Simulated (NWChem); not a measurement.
MgGeH$_{3}$F; SMILES [GeH3][Mg][F]

Program: NWChem. Geometry: optimised at PBE0/def2-SVP. Ions are spin-unrestricted doublets at the neutral geometry; other ion states weren't tried.

For level B3LYP/def2-SVP:

```
Property                               Result
-------------------------------------  ------
vertical ionisation energy, ΔSCF (eV)    9.81
−ε(HOMO) (eV)                            7.35
```

**Question.** Estimate the same quantities for level PBE/def2-SVP.

**Answer.** 
| Property | Result |
|---|---|
| vertical ionisation energy, ΔSCF (eV) | 9.60 |
| −ε(HOMO) (eV) | 6.52 |
